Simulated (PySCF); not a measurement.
LuSCl, singlet: molecular constants

Method: PySCF, PBE0, basis Lu def2-TZVP with ECP28, S def2-TZVP, Cl def2-TZVP (scalar-relativistic core potentials, no spin–orbit coupling, density fitting).

The structure is a higher-order saddle point with 2 imaginary modes (one degenerate set).

Z-matrix (Å, degrees; charge 0 multiplicity 1):
```
Lu
S  1 2.2895
Cl 1 2.4807 2 180.00
```

| Quantity | Value |
| --- | --- |
| Point group | C∞v |
| Bond lengths | Lu–Cl 2.481 Å, Lu–S 2.289 Å |
| Bond angles | Cl–Lu–S 180.0° |
| Rotational constants | 0.04413 cm⁻¹ |
| Dipole moment | 3.00 D |
| Zero-point energy (real modes) | 4.6 kJ/mol |
| Highest occupied level | -6.64 eV |
| Principal polarisabilities | 59.2, 59.2, 107.9 bohr³ |
| Lowest empty level | -3.52 eV |
| Principal quadrupole moments (Buckingham, traceless) about the centre of mass | -30.36, 15.18, 15.18 D Å |

Harmonic modes (masses in u: Lu 174.941, S 31.972, Cl 34.969):
| symmetry | ω (cm⁻¹) | IR (km/mol, summed over degenerate members) | type |
| --- | --- | --- | --- |
| π | 74i | – | bend |
| σ+ | 308 | 74.1 | stretch |
| σ+ | 454 | 77.3 | stretch |

In C∞v the vibrations span π + 2σ+.

Charges (e):
```
atom  Mulliken  Löwdin  polar tensor  Mayer order to Lu1
 Lu1      1.11    0.37          1.90                   –
  S2     -0.61   -0.22         -1.02                2.13
 Cl3     -0.50   -0.15         -0.88                0.85
```

Mulliken populations on Lu1 (electrons outside its core potential): s 4.32, p 12.39, d 11.16, f 14.02.

Stability towards spin polarisation was not tested. Other isomers or separated fragments may lie lower.

The final relaxation and frequency run took roughly 8 core-minutes on a shared host.
